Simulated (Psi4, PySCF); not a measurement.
Intermolecular potential of CH3Cl ··· H6Si2 (SMILES CCl and [SiH3][SiH3]), singlet. Monomers: optimised at B3LYP-D3(BJ) (def2-TZVP), held rigid. Orientation: lowest of the rigid-body minima from ten starts at GFN2-xTB. Only R, the distance of the centres of mass, is varied, so the lowest point isn't the relaxed dimer.

Computed with: RKS-BP86/6-31G* = restricted BP86/6-31G*, spherical d, no counterpoise correction (PySCF); HF/aug-cc-pVDZ, counterpoise-corrected (Psi4); SAPT0/jun-cc-pVDZ, frozen core (Psi4).

Interaction energies in kJ/mol:

| R / Å | RKS-BP86/6-31G* | HF/aug-cc-pVDZ |
|---|---|---|
| 3.33 | 21.26 | 35.35 |
| 3.57 | 8.87 | 16.33 |
| 3.73 | 4.85 | 9.33 |
| 3.93 | 2.33 | 4.25 |
| 4.17 | 1.13 | 1.24 |
| 4.30 | 0.86 | 0.40 |
| 4.60 | 0.61 | -0.47 |
| 4.91 | 0.46 | -0.66 |
| 5.41 | 0.18 | -0.53 |
| 6.15 | -0.08 | -0.30 |
| 7.14 | -0.08 | -0.14 |
| 8.45 | -0.04 | -0.06 |

### Question
Predict the corresponding SAPT0/jun-cc-pVDZ column.

### Answer
3.33: 13.18; 3.57: 1.10; 3.73: -2.62; 3.93: -4.62; 4.17: -5.01; 4.30: -4.79; 4.60: -3.89; 4.91: -2.92; 5.41: -1.78; 6.15: -0.87; 7.14: -0.38; 8.45: -0.15 (kJ/mol).
